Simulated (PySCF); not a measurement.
W(OH)2(H)4 (H6O2W), SMILES [OH][WH4][OH], multiplicity 1.

The structure is a stationary point at PBE-D3(BJ)/def2-SVP. A frequency run showed that this geometry is not a minimum. The spin state was assumed, not searched. The structure was generated by enumeration; whether it is a known compound was not checked. The def2 effective core potentials stand for the cores of W; spin–orbit coupling is left out. Other conformers were not sampled.

Computed with PBE-D3(BJ)/def2-SVP run with PySCF.

Frequencies are harmonic and unscaled.

| mode | ν (cm⁻¹) | IR (km/mol) | moving atoms (share of kinetic energy) |
|---|---|---|---|
| 1 | 93i | 5.4 | H 75 %, O 16 %, W 9 % |
| 2 | 212 | 18.3 | O 70 %, H 19 %, W 11 % |
| 3 | 355 | 0.0 | H 100 % |
| 4 | 374 | 26.1 | H 98 % |
| 5 | 485 | 129.4 | H 98 % |
| 6 | 620 | 218.2 | H 84 %, O 15 % |
| 7 | 633 | 150.9 | H 70 %, O 28 % |
| 8 | 657 | 142.3 | O 71 %, H 22 % |
| 9 | 659 | 0.0 | H 83 %, O 17 % |
| 10 | 697 | 16.7 | O 80 %, H 18 % |
| 11 | 805 | 9.5 | H 70 %, O 22 %, W 9 % |
| 12 | 879 | 3.0 | H 99 % |
| 13 | 929 | 35.7 | H 98 % |
| 14 | 957 | 0.0 | H 100 % |
| 15 | 1145 | 17.0 | H 99 % |
| 16 | 1981 | 107.2 | H 100 % |
| 17 | 2002 | 100.5 | H 99 % |
| 18 | 2045 | 80.1 | H 99 % |
| 19 | 2052 | 11.9 | H 99 % |
| 20 | 3738 | 321.9 | H 94 % |
| 21 | 3743 | 7.1 | H 94 % |
